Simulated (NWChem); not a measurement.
System: iminoborane (BNH2); SMILES N=B

Give the equilibrium geometry at PBE0-D3(BJ)/def2-TZVP (NWChem) as an XYZ file, with the point group.

point group C*v; any orientation.
```
4

B      0.0001     0.6867     0.0000
N      0.0002    -0.5459     0.0000
H     -0.0002     1.8583     0.0000
H      0.0032    -1.5374     0.0000
```
